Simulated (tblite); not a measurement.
Species: C7H7FSe.
Cartesian coordinates in Å at the GFN2-xTB level; atoms count from 1:
```
atom  x, y, z in Å
C1     3.0609   -0.2930    0.2851
Se2    1.9653    1.3214    0.2335
C3     0.1954    0.5919    0.1990
C4    -0.0696   -0.7699    0.2319
C5    -1.3775   -1.2205    0.2068
C6    -2.4054   -0.2987    0.1476
F7    -3.6806   -0.7409    0.1239
C8    -2.1630    1.0641    0.1122
C9    -0.8557    1.5044    0.1399
H10    4.0953    0.0411    0.2966
H11    2.8765   -0.8912   -0.6041
H12    2.8478   -0.8550    1.1913
H13    0.7323   -1.4898    0.2786
H14   -1.6044   -2.2749    0.2328
H15   -2.9882    1.7569    0.0647
H16   -0.6367    2.5630    0.1163
```

All values are computed: GFN2-xTB (tblite) harmonic vibrations without scaling, gas phase. This tight-binding method is rough: wavenumbers can miss measured ones by several per cent, in bad cases by 10 to 20. One conformer, not necessarily the lowest.

Harmonic wavenumbers (cm⁻¹): 32.7, 100.9, 157.5, 208.5, 233.8, 266.2, 309.6, 373.6, 385.1, 466.3, 554.5, 570.9, 600.6, 646.7, 794.1, 810.0, 855.4, 869.8, 874.9, 896.8, 912.6, 994.0, 1072.0, 1120.2, 1165.5, 1231.3, 1252.0, 1281.2, 1322.9, 1397.2, 1434.0, 1437.4, 1454.4, 1575.1, 1585.5, 3000.5, 3012.9, 3028.5, 3068.4, 3097.6, 3108.1, 3108.9.

A = 3686, B = 545.2, C = 476.4 MHz; mass 189.970 u (most abundant isotopes); point group Cs, symmetry number 1.

Problem. What is the zero-point energy?

Solution. Half the sum of the wavenumbers: 25334 cm⁻¹ = 303.06 kJ/mol.

Problem. What is S at 273.15 K and 1 bar for an ideal gas of classical rigid rotors and harmonic oscillators?

Solution. Translation 172.47, rotation 125.25, vibration 94.49: S = 392.2 J/(mol K).

Problem. And Cp and H(273.15 K) − H(0)?

Solution. Cp = 139.06 J/(mol K), of which vibrations give 105.81 (their classical limit is 42 R = 349.2); H(273.15 K) − H(0) = 23.04 kJ/mol without the zero-point energy, 13.96 from vibrations.

Problem. What must be added to the electronic energy to get the Gibbs energy at 273.15 K and 1 bar?

Solution. ZPE + [H(273.15 K) − H(0)] − T·S = 303.06 + 23.04 − 107.13 = 218.97 kJ/mol.

Problem. Blend soft modes into free rotors: weight 1/[1 + (100 cm⁻¹/ν̃)⁴] for the oscillator and the rest for a rotor with moment μB/(μ + B), μ = h/(8π²ν), B = 10⁻⁴⁴ kg m². What vibrational entropy results?

Solution. 86.89 J/(mol K) in place of 94.49, which changes −T·S at 273.15 K by +2.08 kJ/mol.

Problem. Which modes carry the vibrational entropy at 273.15 K?

Solution. 32.7 cm⁻¹: 22.95; 100.9 cm⁻¹: 13.67; 157.5 cm⁻¹: 10.10; 208.5 cm⁻¹: 7.94; 233.8 cm⁻¹: 7.09; 266.2 cm⁻¹: 6.15 J/(mol K); the other 36 give 26.59 together.

Hindered rotation and anharmonicity are outside this model. Other conformers, if any are populated, would add a mixing term that is left out.
